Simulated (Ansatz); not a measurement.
C₂H₇AlSi, SMILES `C=C[SiH2][AlH2]`, relaxed with RKS PBE-D4/def2-SVP in the Gaussian-basis code of Ansatz from a rough embedded geometry. The force threshold is 0.03 eV/Å; the program also tests the step.

Total charge 0; spin multiplicity 1.

Start:

```xyz
11

C     1.151    0.996   -1.086
C     0.879    0.997    0.158
Si   -0.747    0.351    0.730
Al   -0.902   -1.983    0.236
H     0.461    0.650   -1.889
H     2.144    1.421   -1.478
H     1.615    1.352    0.906
H    -1.802    1.083    0.170
H    -0.786    0.511    2.251
H     0.134   -2.978    0.739
H    -2.148   -2.400   -0.738
```

```json
{"step": "1", "energy (eV)": "-16643.6379", "largest force (eV/Å)": "4.186", "largest move (Å)": "0.000"}
{"step": "2", "energy (eV)": "-16644.0866", "largest force (eV/Å)": "1.222", "largest move (Å)": "0.196"}
{"step": "3", "energy (eV)": "-16644.1004", "largest force (eV/Å)": "0.699", "largest move (Å)": "0.150"}
{"step": "4", "energy (eV)": "-16644.1395", "largest force (eV/Å)": "0.254", "largest move (Å)": "0.200"}
{"step": "5", "energy (eV)": "-16644.1570", "largest force (eV/Å)": "0.189", "largest move (Å)": "0.200"}
{"step": "6", "energy (eV)": "-16644.1755", "largest force (eV/Å)": "0.093", "largest move (Å)": "0.200"}
{"step": "7", "energy (eV)": "-16644.1827", "largest force (eV/Å)": "0.210", "largest move (Å)": "0.178"}
{"step": "8 (rejected)", "energy (eV)": "-16644.1821", "largest force (eV/Å)": "0.324", "largest move (Å)": "0.091"}
{"step": "9", "energy (eV)": "-16644.1865", "largest force (eV/Å)": "0.125", "largest move (Å)": "0.046"}
{"step": "10", "energy (eV)": "-16644.1888", "largest force (eV/Å)": "0.103", "largest move (Å)": "0.098"}
{"step": "11 (rejected)", "energy (eV)": "-16644.1887", "largest force (eV/Å)": "0.088", "largest move (Å)": "0.042"}
{"step": "12", "energy (eV)": "-16644.1899", "largest force (eV/Å)": "0.017", "largest move (Å)": "0.021"}
{"step": "13", "energy (eV)": "-16644.1902", "largest force (eV/Å)": "0.041", "largest move (Å)": "0.036"}
{"step": "14", "energy (eV)": "-16644.1905", "largest force (eV/Å)": "0.055", "largest move (Å)": "0.039"}
{"step": "15", "energy (eV)": "-16644.1908", "largest force (eV/Å)": "0.052", "largest move (Å)": "0.024"}
{"step": "16", "energy (eV)": "-16644.1910", "largest force (eV/Å)": "0.033", "largest move (Å)": "0.021"}
{"step": "17", "energy (eV)": "-16644.1910", "largest force (eV/Å)": "0.016", "largest move (Å)": "0.014"}
```

End:

```xyz
11

C     1.170    1.378   -1.146
C     0.936    0.770    0.036
Si   -0.777    0.311    0.689
Al   -0.979   -2.131    0.420
H     0.348    1.700   -1.808
H     2.194    1.591   -1.501
H     1.807    0.473    0.651
H    -1.812    1.078   -0.098
H    -0.889    0.720    2.140
H    -0.036   -3.103    1.283
H    -1.963   -2.787   -0.666
```

It took 30 s on 2 threads of an Arm Neoverse V1 on a shared host, with 0.14 GiB of host memory at the peak.
